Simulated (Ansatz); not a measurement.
Two members of one family (Series SiH2MeX), computed with Ansatz in the gas phase. Binding counts from free atoms in the multiplicity of their measured ground term, without zero-point energy. A dash marks a value that wasn't run or was left out as unsound. The structures are stationary points that may keep the symmetry of their start. Remarks come from the PBE and PBE0 runs and from stability tests at other levels; not every state was tested. HOMO above LUMO (over both spins in singlets and doublets, within one spin in higher multiplets; at PBE or PBE0), or a gap under 0.15 eV within one spin, warns that the state may not be the lowest or that an electron is smeared out.

First: SiH2Me(vinyl) (singlet, charge 0, r2SCAN-D4/def2-SVP geometry).

```tsv
atom	x (Å)	y (Å)	z (Å)
Si1	-0.294	-0.097	0.812
H2	0.637	0.691	1.680
H3	-1.620	-0.187	1.503
C4	0.370	-1.838	0.546
H5	0.459	-2.379	1.502
H6	1.366	-1.809	0.075
H7	-0.299	-2.418	-0.108
C8	-0.490	0.816	-0.810
C9	0.161	1.947	-1.124
H10	-1.177	0.400	-1.564
H11	0.858	2.423	-0.422
H12	0.029	2.452	-2.089
```

```tsv
level	HOMO (eV)	LUMO (eV)	gap (eV)	vertical IE (eV)	binding per atom (eV)
PBE-D4/def2-SVP	-6.59	-1.23	5.35	–	3.95
PBE-D4/def2-TZVP	-6.69	-1.44	5.25	9.67	3.93
r2SCAN-D4/def2-TZVP	-6.90	-1.22	5.68	9.69	3.89
PBE0-D4/def2-TZVP	-7.80	-0.43	7.37	9.85	3.89
ωB97M-V/def2-TZVP	-10.04	1.61	11.65	–	3.89
```

Second: SiH2Me(OMe) (singlet, charge 0, r2SCAN-D4/def2-SVP geometry).

| atom | x (Å) | y (Å) | z (Å) |
| --- | --- | --- | --- |
| Si1 | 0.541 | -0.251 | 0.406 |
| H2 | 0.139 | -1.376 | 1.314 |
| H3 | 1.728 | -0.708 | -0.390 |
| C4 | 0.938 | 1.284 | 1.380 |
| H5 | 1.769 | 1.105 | 2.080 |
| H6 | 0.063 | 1.612 | 1.962 |
| H7 | 1.228 | 2.107 | 0.707 |
| O8 | -0.719 | 0.130 | -0.620 |
| C9 | -1.294 | -0.790 | -1.518 |
| H10 | -0.556 | -1.176 | -2.248 |
| H11 | -2.094 | -0.281 | -2.081 |
| H12 | -1.743 | -1.655 | -0.994 |

Problem. Estimate how these quantities change from the first to the second (second minus first).

Solution. 
```tsv
level	Δ HOMO (eV)	Δ LUMO (eV)	Δ gap (eV)	Δ vertical IE (eV)	Δ binding per atom (eV)
PBE-D4/def2-SVP	0.37	1.61	1.24	–	-0.13
PBE-D4/def2-TZVP	0.27	1.29	1.02	0.09	-0.12
r2SCAN-D4/def2-TZVP	0.15	1.54	1.39	0.21	-0.11
PBE0-D4/def2-TZVP	-0.14	1.14	1.28	0.26	-0.12
ωB97M-V/def2-TZVP	-0.28	0.67	0.95	–	-0.10
```

Remarks: gap within one spin near zero at PBE or PBE0 (+1 doublet).
